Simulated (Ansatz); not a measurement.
Li19⁺. The state is a singlet with charge 1. Geometry PBE/def2-SVP.

```xyz
19

Li   -0.497    2.471   -1.491
Li   -0.108    3.528    1.451
Li   -0.779    0.759   -4.036
Li    1.008   -4.052    1.887
Li    1.684   -3.193   -1.110
Li    2.108    1.939   -3.047
Li   -0.789   -2.376   -2.949
Li    1.836   -1.250    1.079
Li   -0.458   -1.425    3.031
Li   -2.957    2.365    0.474
Li   -0.804   -2.329    0.174
Li   -1.819    1.597    3.403
Li    2.028    1.684    0.032
Li   -0.657    0.747    1.027
Li   -2.219   -0.050   -1.425
Li    1.322    1.126    3.072
Li   -3.094   -0.676    1.557
Li    0.671   -0.252   -1.656
Li    3.525   -0.615   -1.470
```

HSE06 is defined as in plane-wave codes, on full-range PBE exchange. The restricted singlet is unstable towards broken spin symmetry in Hartree–Fock (as tested in another run); at PBE/def2-SVP, PBE/def2-TZVP, PBE0/def2-SVP, HSE06/def2-TZVP and others this wasn't settled. Another isomer (singlet) lies 0.30 eV lower at PBE0/def2-TZVP; other spin states weren't run for this one.

**Question.** Estimate the orbital energies around the gap (eV) in Ansatz with PBE/def2-SVP, PBE/def2-TZVP, PBE0/def2-SVP, HSE06/def2-TZVP, CAM-B3LYP/def2-TZVP.

**Answer.** 
```csv
orbital,PBE/def2-SVP,PBE/def2-TZVP,PBE0/def2-SVP,HSE06/def2-TZVP,CAM-B3LYP/def2-TZVP
HOMO−9,-51.41,-51.53,-55.45,-55.15,-57.05
HOMO−8,-7.89,-8.02,-8.86,-8.58,-10.20
HOMO−7,-7.08,-7.20,-7.87,-7.60,-9.01
HOMO−6,-6.90,-7.01,-7.66,-7.38,-8.74
HOMO−5,-6.68,-6.79,-7.34,-7.09,-8.33
HOMO−4,-5.96,-6.05,-6.41,-6.20,-7.09
HOMO−3,-5.89,-5.98,-6.34,-6.13,-7.03
HOMO−2,-5.87,-5.95,-6.29,-6.07,-6.94
HOMO−1,-5.72,-5.80,-6.13,-5.91,-6.77
HOMO,-5.30,-5.36,-5.61,-5.40,-6.08
LUMO,-5.02,-5.07,-4.53,-4.90,-3.69
LUMO+1,-4.65,-4.70,-4.18,-4.54,-3.39
LUMO+2,-4.55,-4.60,-4.08,-4.44,-3.29
LUMO+3,-4.48,-4.53,-3.99,-4.37,-3.29
LUMO+4,-4.47,-4.52,-3.99,-4.34,-3.20
LUMO+5,-4.45,-4.51,-3.97,-4.34,-3.17
```
